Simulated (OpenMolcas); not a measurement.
**Kr⁶⁺: effect of the active space**

```
Program             : OpenMolcas
Method              : SS-CASPT2 or its RAS form, IPEA 0.25 Eh, imaginary shift 0.1 Eh
Basis               : ANO-RCC-VTZP
Scalar Hamiltonian  : DKH2, point nucleus
Spin-orbit coupling : state interaction with AMFI integrals over the reference wave functions, term energies averaged over their components
```

A. 2 electrons in 4 orbitals (4s 4p); 2S+1 = 3 even, 3 roots; 2S+1 = 1 even, 7 roots (6 in the spin-orbit step); 2S+1 = 3 odd, 3 roots; 2S+1 = 1 odd, 3 roots; closed shells correlated: 3d; CASPT2 step roughly 1.2 core-seconds
B. 2 electrons in 8 orbitals (4s 4p 5s 5p); 2S+1 = 3 even, 3 roots; 2S+1 = 1 even, 6 roots; 2S+1 = 3 odd, 3 roots; 2S+1 = 1 odd, 3 roots; closed shells correlated: 3d; CASPT2 step roughly 2 core-seconds
C. 2 electrons in 9 orbitals (RAS2 4s 4p; RAS3 4d, at most 2 electrons); 2S+1 = 3 even, 3 roots; 2S+1 = 1 even, 7 roots; 2S+1 = 3 odd, 3 roots; 2S+1 = 1 odd, 3 roots; closed shells correlated: 3d; CASPT2 step about 3 core-seconds

Energies in cm⁻¹ above 4s² ¹S₀, the measured ground level; measured values from Saloman, J. Phys. Chem. Ref. Data 36, 215 (2007).

```json
{"Level": "4s² ¹S₀", "A": "0.0", "B": "0.0", "C": "0.0", "Measured": "0.0"}
{"Level": "4s 4p ³P°₀", "A": "115067", "B": "115132", "C": "114994", "Measured": "117390"}
{"Level": "4s 4p ³P°₁", "A": "117614", "B": "117676", "C": "117526", "Measured": "120095"}
{"Level": "4s 4p ³P°₂", "A": "123470", "B": "123532", "C": "123376", "Measured": "126553"}
{"Level": "4s 4p ¹P°₁", "A": "173972", "B": "173849", "C": "172765", "Measured": "170835"}
```

Deviations, from unrounded energies. A percentage is the sum of absolute deviations over the sum of measured energies, with the sign that they share, or ± where signs differ.

| Against measurement | Levels | A | B | C |
| --- | --- | --- | --- | --- |
| mean absolute deviation (cm-1) | 4 | 2800 | 2700 | 2500 |
| other configurations (%) | 4 | ±2.1 | ±2.0 | ±1.9 |

C lies closest to measurement on these levels and A furthest from it. The largest miss of C in the table is 4s 4p ³P°₂, by -3200 cm-1. The ranking rests on the paired levels alone, and a cruder setting can come out closer through cancelling errors.

Among A to C the level of the table that moves most is 4s 4p ¹P°₁, by 1200 cm-1 (lowest in C, highest in A).

Over all roots computed the reference weight is 0.94 to 1.00 in A, 0.93 to 1.00 in B; the roots of lowest weight are the least certain, and an intruder state may touch them. Some high roots are left out of the spin-orbit mixing, which shifts the levels that they would mix with (holds for A). Active for correlation alone: 5p 5s; no level in the range computed is led by a configuration that fills them, so any true level of that kind is missing (holds for B). Active for correlation alone: 4d; no level in the range computed is led by a configuration that fills it, so any true level of that kind is missing (holds for C). Computed and measured levels are paired by configuration, term and J; levels that our copy of the source lacks, or whose pairing is in doubt (as where it misses far off the trend of its configuration), stay unpaired and out of the deviations. Levels of configurations outside the active space are missing. The table leaves out levels that lie high or whose names do not pair safely across all columns.

° marks odd parity.
